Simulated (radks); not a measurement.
Results of a calculation; reference values are marked as such.
Task: Eu II, 62 electrons, occupied as [Xe] 4f(up 4, down 3) 6s(up 0.5, down 0.5) (fractional occupations, a model configuration). Level of theory: scalar-relativistic Kohn-Sham, PBE, spin-polarised, spherical densities, finite nucleus; Fermi nuclear charge, rms radius 5.1115 fm (a radial shooting solver on a logarithmic mesh with Libxc functionals). Some entries of the table are withheld. Estimate them.

| orbital | occ. | eigenvalue (eV) | <1/r> (bohr^-1) | r(max) (bohr) |
|---|---|---|---|---|
| 1s up | 1 | -48368.98 | 70.22 | 0.01420 |
| 1s down | 1 | -48368.98 | 70.22 | 0.01420 |
| 2s up | 1 | -7948.212 | 16.27 | 0.08055 |
| 2s down | 1 | -7948.206 | 16.27 | 0.08055 |
| 2p up | 3 | -7082.800 | 15.23 | 0.06513 |
| 2p down | 3 | -7082.796 | 15.23 | 0.06513 |
| 3s up | 1 | -1753.979 | 5.963 | 0.2289 |
| 3s down | 1 | -1753.645 | 5.964 | 0.2288 |
| 3p up | 3 | -1484.588 | 5.614 | 0.2244 |
| 3p down | 3 | -1484.255 | 5.615 | 0.2244 |
| 3d up | 5 | -1124.272 | 5.327 | 0.1838 |
| 3d down | 5 | -1124.017 | 5.328 | 0.1838 |
| 4s up | 1 | -353.4856 | 2.506 | 0.5274 |
| 4s down | 1 | -352.6764 | 2.506 | 0.5273 |
| 4p up | 3 | -264.8697 | 2.305 | 0.5504 |
| 4p down | 3 | -264.0632 | 2.305 | 0.5503 |
| 4d up | 5 | -141.3808 | 2.025 | 0.5731 |
| 4d down | 5 | -140.5788 | 2.025 | 0.5731 |
| 5s up | 1 | -51.1182 | 0.9593 | 1.233 |
| 5s down | 1 | -50.6742 | 0.9563 | 1.235 |
| 5p up | 3 | -30.1644 | 0.8037 | (1) |
| 5p down | 3 | -29.8380 | 0.8002 | (2) |
| 4f up | 4 | -9.2309 | 1.415 | 0.5923 |
| 6s up | 0.5 | -8.5495 | 0.3259 | 3.374 |
| 4f down | 3 | -8.5395 | 1.405 | 0.5928 |
| 6s down | 0.5 | -8.5013 | 0.3246 | 3.388 |

Result: 
(1) 5p up r(max) (bohr): 1.402
(2) 5p down r(max) (bohr): 1.406
